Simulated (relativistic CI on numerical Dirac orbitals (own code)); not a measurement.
Electric-dipole lines of Cu25+

Computed by Dirac-Coulomb-Breit CI, KLI orbitals optimised for each configuration, QED by a radiative potential, unscaled Slater integrals (own radial code, finite nucleus).

Configurations in the expansion (outside the closed core 1s2): 2s², 2s2p, 2p², 2p3s, 2p3p, 2s3s, 2s3p, 2s3d, 2s4s, 2s4p, 2s4d, 2s4f, 3s², 3s3p, 3p². Levels of other configurations are missing.

```csv
λ vac (Å),Lower,Upper,A (s⁻¹),log gf,S velocity/length
6.7864,2s2p ³P°2 [4],2s4d ³D3 [43],1.09e+13,-0.28,0.98
8.6172,2s2p ³P°2 [4],2p3p ³P2 [31],7.51e+12,-0.38,0.97
8.6203,2s2p ³P°2 [4],2p3p ³D3 [30],7.52e+12,-0.23,0.99
8.6313,2s2p ³P°1 [3],2p3p ³D2 [26],7.26e+12,-0.39,0.98
8.6563,2s² ¹S0 [1],2s3p ¹P°1 [15],1.29e+13,-0.36,0.98
8.7917,2s2p ¹P°1 [5],2p3p ¹D2 [33],1.04e+13,-0.22,0.96
8.8844,2s2p ³P°0 [2],2s3d ³D1 [17],2.15e+13,-0.12,0.99
8.9145,2s2p ³P°1 [3],2s3d ³D2 [18],2.79e+13,0.22,0.99
8.9202,2s2p ³P°1 [3],2s3d ³D1 [17],1.54e+13,-0.26,0.99
9.0282,2s2p ³P°2 [4],2s3d ³D3 [19],3.59e+13,0.49,0.99
9.0383,2s2p ³P°2 [4],2s3d ³D2 [18],8.98e+12,-0.26,0.99
9.2343,2s2p ¹P°1 [5],2s3d ¹D2 [20],2.71e+13,0.24,0.98
25.143,2s3s ³S1 [11],2s4p ³P°2 [39],1.28e+12,-0.22,1.03
26.150,2s3p ³P°1 [14],2s4d ³D2 [42],1.95e+12,0.00,0.99
26.315,2s3p ¹P°1 [15],2s4d ¹D2 [44],2.25e+12,0.07,1.00
26.509,2s3p ³P°2 [16],2s4d ³D3 [43],3.23e+12,0.38,0.99
26.997,2s3d ³D1 [17],2s4f ³F°2 [45],5.36e+12,0.47,0.99
27.044,2s3d ³D2 [18],2s4f ³F°3 [46],5.52e+12,0.63,1.00
27.116,2s3d ³D3 [19],2s4f ³F°4 [47],6.44e+12,0.81,1.00
27.620,2s3d ¹D2 [20],2s4f ¹F°3 [48],5.99e+12,0.68,1.00
```

Terms are leading LS components. Brackets give the number of a level in order of energy, since labels repeat. The list gives strong lines, with weight on those to low levels, among the lowest 48 of 58 levels, so that lines to higher ones, which can be the strongest, are missing. Levels whose partners in the same complex of configurations lie outside the list can be far off, and so can their lines. Rates are taken at the computed energies, electric ones in the length gauge. A velocity-to-length ratio far from 1 marks an uncertain rate.

At this charge energies of transitions that change n are usually good to better than 1 %, and those within a shell (Δn = 0) to a few per cent.

Task: From the table, what is the radiative lifetime of 2s4d ³D3?

Result: The listed rates from this level add up to about 1.41e+13 s⁻¹, 100 % of its decay; with all channels τ = 7.08e-14 s.

LS names give the leading component of a level, which can be under half, so a name can repeat, a term be missing and a line seem to break the LS rules.
